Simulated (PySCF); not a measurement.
Computed IR spectrum (relative IR intensity) of a molecule C3H9NOSi. Coordinates come from a r2SCAN-D4/def2-SVP optimisation. The values are those of a single conformer. These are r2SCAN-D4/def2-SVP run with PySCF values and carry that method's errors. Frequencies are harmonic and unscaled.

ν (cm⁻¹): 202 (vw), 249 (w), 261 (vw), 317 (m), 357 (m), 477 (m), 733 (vw), 745 (m), 769 (m), 804 (vs), 886 (m), 903 (s), 933 (vs), 1005 (w), 1109 (w), 1130 (w), 1158 (m), 1196 (w), 1249 (vw), 1417 (w), 1448 (w), 1468 (vw), 1470 (w), 2254 (vs), 2893 (m), 2903 (m), 2911 (vs), 3063 (m), 3070 (m), 3121 (w), 3871 (s) (against the strongest line: vs over 80 %, s over 45 %, m over 15 %, w over 4 %, vw less)

**Question.** Pick the molecule that these values belong to.
(A) CC/N=C\[SiH2]O
(B) CN1C[SiH](O)C1
(C) C/C=N\CO[SiH3]
(D) O[SiH2]NC1CC1

**Answer.** B, CN1C[SiH](O)C1
